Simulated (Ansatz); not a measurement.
`CBO[SiH2][SiH3]` + H₂O → `OBO[SiH2][SiH3]` + CH₄  (formal hydrolysis of a B–C bond)

Calculated with Ansatz (gas phase, PBE0-D4/def2-TZVP geometries, no zero-point term in ΔE). CCSD(T)/CBS is the MP2 limit (def2-TZVPP, def2-QZVPP) plus CCSD(T) − MP2 in def2-TZVPP, frozen cores. This one scheme is used for every species. Functionals use def2-TZVPP. B3LYP here is the variant with VWN-RPA as its local correlation; programs differ in this. HSE06 is defined as in plane-wave codes. One conformer a species, not always the lowest.

```csv
level,ΔE (kJ/mol),difference from CCSD(T)/CBS
LDA (SPW92),-147.8,-7.2
PBE-D4,-141.4,-0.8
revPBE-D4,-137.3,3.3
BLYP-D4,-146.1,-5.5
r2SCAN-D4,-148.9,-8.3
B97M-V,-150.2,-9.6
PBE0-D4,-141.7,-1.1
B3LYP-D4,-147.0,-6.4
r2SCAN0-D4,-147.9,-7.3
HSE06-D4,-141.9,-1.3
BHLYP-D4,-149.7,-9.1
ωB97X-V,-145.4,-4.8
ωB97M-V,-146.2,-5.6
B2PLYP,-151.1,-10.5
PBE-QIDH,-145.8,-5.2
PBE,-144.9,-4.3
revPBE,-144.0,-3.4
BLYP,-152.9,-12.3
r2SCAN,-150.0,-9.4
PBE0,-144.9,-4.3
B3LYP,-152.5,-11.9
r2SCANh,-149.6,-9.0
r2SCAN0,-149.3,-8.7
HSE06,-145.0,-4.4
BHLYP,-154.2,-13.6
LC-ωPBE,-145.6,-5.0
HF/def2-SVP,-171.0,-30.4
MP2/def2-SVP,-170.5,-29.9
CCSD/def2-SVP,-168.6,-28.0
CCSD(T)/def2-SVP,-169.1,-28.5
HF/def2-TZVPP,-157.3,-16.7
MP2/def2-TZVPP,-145.7,-5.1
SCS-MP2/def2-TZVPP,-147.8,-7.2
CCSD/def2-TZVPP,-146.1,-5.5
CCSD(T)/def2-TZVPP,-145.5,-4.9
MP2/def2-QZVPP,-142.7,-2.1
SCS-MP2/def2-QZVPP,-144.9,-4.3
HF/CBS(def2),-156.6,-16.0
MP2/CBS(def2),-140.8,-0.2
CCSD/CBS(def2),-141.2,-0.6
CCSD(T)/CBS,-140.6,0
```

Largest T1 diagnostic among the species: 0.013.

The D4 term adds +5.4 kJ/mol with B3LYP and +3.2 kJ/mol with PBE0; it sums over pairs of atoms, weighted by their polarisabilities, and B3LYP, whose exchange is more repulsive, gets the larger term. Leaving LDA and LC-ωPBE aside and taking each functional with its dispersion term where it has one, the values spread over 13.8 kJ/mol, from B2PLYP to revPBE-D4. At CCSD(T), def2-SVP lies −28.5 kJ/mol from the extrapolated value and def2-TZVPP −4.9 kJ/mol.
